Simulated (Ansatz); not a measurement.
`C[N]([GeH3])[SiH2]O` + `[NH2][AlH][SiH3]` → `[NH2][AlH][SiH2]O` + `C[N]([SiH3])[GeH3]`  (redistribution)

Program: Ansatz. Geometries: PBE0-D4/def2-TZVP. ΔE: electronic, gas phase. CCSD(T)/CBS adds triple-zeta CCSD(T) − MP2 to the extrapolated MP2 energy (def2 sets, frozen cores). DFT in def2-TZVPP. B3LYP here is the variant with VWN-RPA as its local correlation; programs differ in this. For Ge outer-core shells are correlated without core-valence functions, which leaves a few kJ/mol of doubt a bond. Scalar relativity is left out up to krypton. One conformer a species, not always the lowest.

| level | ΔE (kJ/mol) |
| --- | --- |
| B3LYP-D4 | 40.1 |
| PBE | 41.3 |

Q: What does CCSD(T)/CBS give? (An estimate is asked.)

A: The calculation gave: +42.1 kJ/mol. The listed levels differ from it by -2.0, -0.8 kJ/mol.

Largest T1 diagnostic among the species: 0.013.

In def2-TZVPP, CCSD(T) changes the Hartree–Fock value by +5.6 kJ/mol (the triples alone add +0.8 kJ/mol) and MP2 by +4.9 kJ/mol.
